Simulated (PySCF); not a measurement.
## Computed vibrations of [Lu(NH3)3]3+

[Lu(NH3)3]3+ (singlet in the valence; each metal's 4f electrons, 14 of them, lie in its core potential, out of spins and levels). PySCF 2.14.0, RKS PBE0, Lu lcecp-1-SVP with ECP60, N def2-SVP, H def2-SVP; non-relativistic Hamiltonian with scalar-relativistic core potentials where named; density fitting; no spin-orbit coupling. Central differences of gradients.

```xyz
13

Lu    0.0000    0.0000   -0.1726
N     2.2096    0.0152    0.5666
H     2.3740   -0.3463    1.5257
H     2.8733   -0.5461   -0.0028
H     2.6681    0.9465    0.5924
N    -1.1179    1.9060    0.5666
H    -0.8871    2.2291    1.5257
H    -0.9637    2.7614   -0.0028
H    -2.1538    1.8374    0.5924
N    -1.0917   -1.9211    0.5666
H    -1.4869   -1.8827    1.5257
H    -1.9096   -2.2153   -0.0028
H    -0.5143   -2.7839    0.5924
```

Run from Python with OMP_NUM_THREADS=2. Where DIIS fails, smearing, a level shift and second-order steps follow.
It took 2.4 min on 2 threads of Arm Neoverse V1, on a shared host.

Q: What are the harmonic wavenumbers and infrared intensities?

A: Modes are labelled in C3; negative numbers are unstable modes, those under 60 cm⁻¹ near the noise; a finer grid moves soft modes by up to 10 cm⁻¹.
| cm⁻¹ | km/mol | symmetry |
| --- | --- | --- |
| 56 | 14.5 | a |
| 70 | 0.3 | e |
| 70 | 0.3 | e |
| 78 | 0.3 | a |
| 83 | 6.6 | e |
| 83 | 6.6 | e |
| 381 | 0.0 | a |
| 382 | 4.4 | e |
| 382 | 4.4 | e |
| 654 | 0.2 | a |
| 672 | 31.4 | e |
| 672 | 31.4 | e |
| 702 | 81.5 | e |
| 702 | 81.5 | e |
| 705 | 177.9 | a |
| 1424 | 208.8 | e |
| 1424 | 208.8 | e |
| 1429 | 42.9 | a |
| 1600 | 101.7 | a |
| 1602 | 66.1 | e |
| 1602 | 66.1 | e |
| 1607 | 17.9 | e |
| 1607 | 17.9 | e |
| 1607 | 41.0 | a |
| 3331 | 344.9 | e |
| 3331 | 344.9 | e |
| 3342 | 19.4 | a |
| 3397 | 177.0 | a |
| 3397 | 135.2 | e |
| 3397 | 135.2 | e |
| 3406 | 151.2 | e |
| 3406 | 151.2 | e |
| 3406 | 329.0 | a |

Q: Is this a minimum?

A: Yes, within the noise of the softest modes. Ideal gas at 298.15 K and 1 bar: S = 405.6 J/(mol K), Cp = 125.7 J/(mol K), H − H(0 K) = 26.9 kJ/mol (rigid rotor, harmonic modes, spin degeneracy alone, that of the 4f electrons in the core included; the modes under 60 cm⁻¹ make these uncertain).

An lcecp potential fixes the number of 4f electrons, so in runs with it no electron can move into or out of that shell.
